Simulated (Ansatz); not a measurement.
`CC(F)(F)[SiH3]` + H₂ → `CC(F)[SiH3]` + H–F  (hydrogenolysis of a C–F bond)

Gas-phase electronic energies from Ansatz, PBE0-D4/def2-TZVP geometries. CCSD(T)/CBS adds triple-zeta CCSD(T) − MP2 to the extrapolated MP2 energy (def2 sets, frozen cores). This one scheme is used for every species. DFT in def2-TZVPP. B3LYP here is the variant with VWN-RPA as its local correlation; programs differ in this. HSE06 is defined as in plane-wave codes.

| level | ΔE (kJ/mol) | difference from CCSD(T)/CBS |
| --- | --- | --- |
| LDA (SPW92) | -48.8 | 20.9 |
| PBE-D4 | -55.3 | 14.4 |
| BLYP-D4 | -51.8 | 17.9 |
| r2SCAN-D4 | -50.5 | 19.2 |
| B97M-V | -56.6 | 13.1 |
| PBE0-D4 | -63.3 | 6.4 |
| B3LYP-D4 | -58.2 | 11.5 |
| r2SCANh-D4 | -54.1 | 15.6 |
| r2SCAN0-D4 | -59.1 | 10.6 |
| HSE06-D4 | -63.4 | 6.3 |
| BHLYP-D4 | -63.1 | 6.6 |
| CAM-B3LYP-D4 | -56.1 | 13.6 |
| ωB97X-V | -54.9 | 14.8 |
| ωB97M-V | -57.0 | 12.7 |
| B2PLYP | -63.3 | 6.4 |
| PBE-QIDH | -69.0 | 0.7 |
| PBE | -56.8 | 12.9 |
| revPBE | -59.9 | 9.8 |
| BLYP | -55.1 | 14.6 |
| PBE0 | -64.6 | 5.1 |
| B3LYP | -60.6 | 9.1 |
| r2SCANh | -54.5 | 15.2 |
| r2SCAN0 | -59.5 | 10.2 |
| HSE06 | -64.6 | 5.1 |
| BHLYP | -64.8 | 4.9 |
| LC-ωPBE | -63.0 | 6.7 |
| RPA@PBE/def2-TZVPP | -61.9 | 7.8 |
| MP2/def2-SVP | -52.7 | 17.0 |
| CCSD/def2-SVP | -53.0 | 16.7 |
| CCSD(T)/def2-SVP | -48.9 | 20.8 |
| HF/def2-TZVPP | -67.9 | 1.8 |
| MP2/def2-TZVPP | -71.6 | -1.9 |
| SCS-MP2/def2-TZVPP | -69.0 | 0.7 |
| CCSD/def2-TZVPP | -70.0 | -0.3 |
| CCSD(T)/def2-TZVPP | -66.5 | 3.2 |
| HF/def2-QZVPP | -68.4 | 1.3 |
| SCS-MP2/def2-QZVPP | -71.3 | -1.6 |
| HF/CBS(def2) | -68.5 | 1.2 |
| MP2/CBS(def2) | -74.7 | -5.0 |
| CCSD/CBS(def2) | -73.2 | -3.5 |
| CCSD(T)/CBS | -69.7 | 0 |

Largest T1 diagnostic among the species: 0.012.

From PBE to PBE0 (25 % exact exchange), in def2-TZVPP and without D4, ΔE moves by −7.7 kJ/mol. Leaving LDA and LC-ωPBE aside and taking each functional with its dispersion term where it has one, the values spread over 18.5 kJ/mol, from PBE-QIDH to r2SCAN-D4. LDA lies +8.1 kJ/mol from PBE without D4. At CCSD(T), def2-SVP lies +20.8 kJ/mol from the extrapolated value and def2-TZVPP +3.2 kJ/mol.

CCSD(T)/CBS has its own doubt, a few kJ/mol and more with outer-core shells, so smaller differences from it don't rank the levels.
